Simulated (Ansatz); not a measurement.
`CC#CO` + `[SH][GeH3]` → `CC#C[S][GeH3]` + H₂O  (substitution at a C–O bond)

Calculated with Ansatz (gas phase, PBE0-D4/def2-TZVP geometries, no zero-point term in ΔE). CCSD(T)/CBS is the MP2 limit (def2-TZVPP, def2-QZVPP) plus CCSD(T) − MP2 in def2-TZVPP, frozen cores. This one scheme is used for every species. For Ge outer-core shells are correlated without core-valence functions, which leaves a few kJ/mol of doubt a bond. Scalar relativity is left out up to krypton. Each species was taken in one conformer, which may not be the lowest.

```json
{"level": "SCS-MP2/def2-TZVPP", "ΔE (eV)": "-0.78"}
{"level": "HF/CBS(def2)", "ΔE (eV)": "-0.51"}
```

(1) What does CCSD(T)/CBS give? (Best estimate.)

Largest T1 diagnostic among the species: 0.012.

## Answers

(1) Computed: -0.78 eV. The listed levels differ from it by 0.00, 0.27 eV.

The D4 term adds −0.09 eV with B3LYP and −0.05 eV with PBE0; it sums over pairs of atoms, weighted by their polarisabilities, and B3LYP, whose exchange is more repulsive, gets the larger term. In def2-TZVPP, CCSD(T) changes the Hartree–Fock value by −0.22 eV (the triples alone add −0.05 eV) and MP2 by −0.36 eV.

B3LYP here is the variant with VWN-RPA as its local correlation; programs differ in this.
